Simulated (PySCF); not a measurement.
Predicted spectroscopic data

PySCF 2.14 calculation with coordinates at the GFN2-xTB level and shieldings: GIAO PBE0/pcSseg-1; single conformer, fast rotation and ring inversion assumed for equivalent nuclei, non-relativistic Hamiltonian, no solvent model.

Chemical shifts δ = σref − σ; 1H (31.72 ppm), 13C (186.93 ppm) vs TMS, all at this level. Splittings of carbon signals by F and P are missing where no couplings were computed. Where no couplings were computed, multiplicities follow the n + 1 count of equivalent neighbours, and m marks all less simple cases (inequivalent or close neighbours, rings, F or P nearby). Shifts are as computed. Against solution values, carbons near 30 ppm lie about +3 ppm off and those near 130 ppm about +5 ppm. Of 1211 compounds with measured shifts, 218 miss one by over three times the rms of a fit or turn the order of signals round; such compounds aren't used in these exercises. OH and NH positions are gas-phase values without hydrogen bonding to other molecules.

**1.** SMILES C=Cc1cc(C)ccc1O, C9H10O. 1H NMR (600 MHz, computed): δ 7.48 (s, 1H), 7.39 (d, 1H), 7.15 (d, 1H), 6.93 (m, 1H), 6.04 (m, 1H), 5.66 (m, 1H), 4.81 (br s, 1H), 2.42 (s, 3H). 13C{1H} NMR (computed): δ 158.9 (C), 137.2 (CH), 136.5 (CH), 134.0 (C), 132.7 (CH), 127.4 (C), 123.7 (CH2), 120.8 (CH), 23.2 (CH3).

**2.** `Cc1c(C=O)cc(C)c(C)p1`, C9H11OP. 1H NMR (600 MHz, computed): δ 10.87 (m, 1H), 8.47 (m, 1H), 3.19 (m, 3H), 2.72 (m, 3H), 2.54 (s, 3H). 13C{1H} NMR (computed): δ 194.2 (CH), 186.9 (C), 182.0 (C), 146.2 (C), 139.4 (CH), 138.6 (C), 26.1 (CH3), 24.4 (CH3), 22.9 (CH3).
